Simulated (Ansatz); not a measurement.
Ansatz (a program for electronic structure) input (PBE0/STO-3G):

Ansatz 0.2 input:
```yaml
crystal:
  periodic: [false, false, false]
  atoms:
    - {symbol: C, position_ang: [1.54435780, 0.24048329, 1.58450799]}
    - {symbol: C, position_ang: [1.18088464, -0.15409209, 0.15611342]}
    - {symbol: C, position_ang: [1.89520279, 0.71778951, -0.87514181]}
    - {symbol: N, position_ang: [-0.29106319, -0.15235062, -0.06201940]}
    - {symbol: Si, position_ang: [-0.90304209, -1.54823052, -0.87887831]}
    - {symbol: Si, position_ang: [-1.26905746, 1.17433253, 0.47133047]}
    - {symbol: H, position_ang: [2.62048709, 0.15012800, 1.74090421]}
    - {symbol: H, position_ang: [1.26989944, 1.27832744, 1.79047939]}
    - {symbol: H, position_ang: [1.03346685, -0.39668283, 2.30671830]}
    - {symbol: H, position_ang: [1.52486586, -1.18549642, 0.01314635]}
    - {symbol: H, position_ang: [1.60742775, 1.76439245, -0.76198074]}
    - {symbol: H, position_ang: [2.97844123, 0.64876885, -0.75532560]}
    - {symbol: H, position_ang: [1.64034373, 0.40278231, -1.88740090]}
    - {symbol: H, position_ang: [-2.36814044, -1.41892412, -1.02660288]}
    - {symbol: H, position_ang: [-0.28225140, -1.70571239, -2.22008870]}
    - {symbol: H, position_ang: [-0.58554057, -2.78235862, -0.11495066]}
    - {symbol: H, position_ang: [-0.65068833, 2.47390285, 0.11009118]}
    - {symbol: H, position_ang: [-2.58585437, 1.05499388, -0.18926067]}
    - {symbol: H, position_ang: [-1.47829221, 1.19182026, 1.94119884]}
basis:
  gaussian:
    orbitals: STO-3G
hamiltonian:
  xc: {name: PBE0}
```

Output:

```
Functional definition: PBE0
integrals: 0.02 GiB planned
662 factors; integrals over basis functions are off by at most 3.7e-5 eV
0.11 GiB of the device are held for the grids
0.18 GiB of device memory are held for the factors and their scratch space
mean field: 0.13 GiB planned
mean field evaluation 1: about -20314.6827 eV, gradient 2.6e1 eV
mean field evaluation 2: about -20315.1505 eV, gradient 2.5e1 eV
mean field evaluation 4: about -20316.7983 eV, gradient 4.1e-1 eV
mean field evaluation 8: about -20316.7530 eV, gradient 1.2e-2 eV
mean field -20316.75304564 eV, -746.6269032374 hartree, gradient 5.4e-6 eV, S^2 0.000000; 0 other end points of the search recorded, 0 dependent functions left out
reference -20316.75306673 eV, -746.6269040126 hartree; 33, 33 occupied and 18, 18 virtual orbitals, 662 factors
Total energy: -20316.75306673 eV, -746.6269040126 hartree
```
